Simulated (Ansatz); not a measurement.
Mulliken charges of F$_{2}$H$_{4}$OSiSn (`[F][SnH]([F])[O][SiH3]`) from r2SCAN/def2-TZVPP in Ansatz (PBE0-D4/def2-TZVP geometry).

```
atom   x (Å)   y (Å)   z (Å)  charge (e)
  F1   1.793  -1.787  -0.601      -0.463
 Sn2   1.458  -0.446   0.701       1.364
  F3   2.332   1.091   0.007      -0.463
  O4  -0.422  -0.079   0.632      -0.615
 Si5  -1.521   0.404  -0.496       0.470
  H6   2.026  -0.876   2.225      -0.066
  H7  -0.879   0.550  -1.829      -0.067
  H8  -2.601  -0.611  -0.575      -0.080
  H9  -2.097   1.708  -0.080      -0.080
```

Task: By hand: the dipole of these point charges (1 e Å = 4.8032 D).

Result: Σ q r = (-0.075, -0.114, 0.637) e Å, of length 0.651 e Å = 3.13 D.

Task: How does the dipole of the full density compare? (An estimate is asked.)

Result: The calculation gave: (-0.057, -0.098, 0.525) e Å, 2.58 D; the point charges give 1.21 times that, at 1° from its direction.

Point charges leave out the atoms' own dipoles, such as those of lone pairs, and Mulliken's split depends on the basis, so the two needn't agree.
